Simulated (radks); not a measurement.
Spherical quantum dot in the effective-mass picture: electrons in a well V = -V0 / (1 + exp((r - R)/a)) with V0 = 6.64, R = 5.84, a = 0.52, all in effective atomic units (hartree* = m*/eps^2 hartree, bohr* = eps/m* bohr), one dielectric constant everywhere. Method: non-relativistic Kohn-Sham, LDA (Slater exchange, Perdew-Wang correlation), spin-polarised, spherical densities; computed with a radial shooting solver with Libxc functionals. Levels are named by radial order and angular momentum (1s, 1p, 1d, 2s, ...), and open shells are averaged over m.

N = 17, configuration 1s2 1p6 1d(up 5, down 4). This is the lowest configuration that the search found. Occupied and some empty levels:

level,occupation,eigenvalue (hartree*),<r> (bohr*)
1s up,1,-2.4429,3.613
1s down,1,-2.4347,3.609
1p up,3,-2.3502,3.790
1p down,3,-2.3417,3.789
1d up,5,-2.1944,3.951
1d down,4,-2.1857,3.951
1f up,0,-1.9862,4.093
1f down,0,-1.9775,4.094
2s up,0,-1.8668,2.700
2s down,0,-1.8627,2.698
2p up,0,-1.6137,3.172
2p down,0,-1.6083,3.170

Energy (hartree*): total -71.5694, kinetic 6.1075, external -107.29, Hartree 34.335, exchange-correlation -4.7178.
